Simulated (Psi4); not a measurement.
Method: Psi4 with SAPT0/jun-cc-pVDZ, frozen core.

Psi4 input:

```
molecule {
0 1
Al 0.00000032 -0.00000423 -0.00000069
H -1.35377292 -0.81406310 0.04050962
H 1.38155471 -0.76588355 -0.04206059
H -0.02778211 1.57995088 0.00155166
--
0 1
Al 2.56614852 1.03739170 -0.11288439
H 1.84229132 1.23837680 1.27732088
H 1.76359752 1.24269760 -1.45854187
H 4.09257242 0.63109372 -0.15743156
units angstrom
symmetry c1
no_reorient
no_com
}
set basis jun-cc-pvdz
set scf_type df
set freeze_core true
energy('sapt0')
```

Part of the output:

```
    SAPT Results
  --------------------------------------------------------------------------------------------------------
    Electrostatics                -47.77952394 [mEh]     -29.98210392 [kcal/mol]    -125.44512281 [kJ/mol]
      Elst10,r                    -47.77952394 [mEh]     -29.98210392 [kcal/mol]    -125.44512281 [kJ/mol]

    Exchange                       87.67370121 [mEh]      55.01607811 [kcal/mol]     230.18727081 [kJ/mol]
      Exch10                       87.67370121 [mEh]      55.01607811 [kcal/mol]     230.18727081 [kJ/mol]
      Exch10(S^2)                  79.87198619 [mEh]      50.12042803 [kcal/mol]     209.70387086 [kJ/mol]

    Induction                     -24.47973368 [mEh]     -15.36126480 [kcal/mol]     -64.27153192 [kJ/mol]
      Ind20,r                     -78.41170172 [mEh]     -49.20408568 [kcal/mol]    -205.86989450 [kJ/mol]
      Exch-Ind20,r                 52.46175725 [mEh]      32.92024968 [kcal/mol]     137.73832468 [kJ/mol]
      delta HF,r (2)                1.47021079 [mEh]       0.92257120 [kcal/mol]       3.86003790 [kJ/mol]

    Dispersion                    -13.59536081 [mEh]      -8.53121771 [kcal/mol]     -35.69461489 [kJ/mol]
      Disp20                      -15.90548681 [mEh]      -9.98084366 [kcal/mol]     -41.75984987 [kJ/mol]
      Exch-Disp20                   2.31012600 [mEh]       1.44962595 [kcal/mol]       6.06523497 [kJ/mol]
      Disp20 (SS)                  -7.95274341 [mEh]      -4.99042183 [kcal/mol]     -20.87992493 [kJ/mol]
      Disp20 (OS)                  -7.95274341 [mEh]      -4.99042183 [kcal/mol]     -20.87992493 [kJ/mol]
      Exch-Disp20 (SS)              1.46134536 [mEh]       0.91700806 [kcal/mol]       3.83676172 [kJ/mol]
      Exch-Disp20 (OS)              0.84878064 [mEh]       0.53261789 [kcal/mol]       2.22847325 [kJ/mol]

  Total HF                         15.41444359 [mEh]       9.67270939 [kcal/mol]      40.47061608 [kJ/mol]
  Total SAPT0                       1.81908278 [mEh]       1.14149168 [kcal/mol]       4.77600118 [kJ/mol]
```
